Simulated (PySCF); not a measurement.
A made-up structure of SiH₂SeS, singlet:

Si1  (-0.272, 0.220, -0.206)
S2  (1.465, -1.188, -0.192)
Se3  (0.448, -0.345, 1.680)
H4  (-1.587, -0.305, -0.629)
H5  (-0.034, 1.610, -0.648)
(Å)

It is relaxed with PBE-D4/def2-SVP and then PBE0-D4/def2-TZVP (PySCF 2.14 with density fitting (its default auxiliary sets; JK sets also for MP2 and CCSD(T))). Atoms count as bonded within 1.22 times the sum of their covalent radii (H–H: 0.88 Å). The end point is not checked to be a true minimum.

(1) Does its bonding change? (Judge from chemistry; the calculation decides.)

Results:

(1) By the calculation: No: no bond forms or breaks.

Where it ends: The first stage lowers the energy by 0.34 eV in 6 steps. It ends as SiH₂SeS ([SiH2]1[S][Se]1):
```xyz
5
angstrom
Si -0.2484 0.2007 -0.2537
S 1.3766 -1.1193 -0.1282
Se 0.4433 -0.3235 1.8075
H -1.5454 -0.3427 -0.7074
H 0.0115 1.5704 -0.7432
```

Labels in which every atom is bracketed show which atoms are joined, not bond orders.

For scale, one of the runs: PBE0-D4/def2-TZVP relaxation, 134 basis functions, launched by `OMP_NUM_THREADS=2 python run.py`. Time: 24 s of wall clock on 2 CPU threads of an AMD EPYC 9B45; the host was shared. Peak host memory: 1.2 GiB.
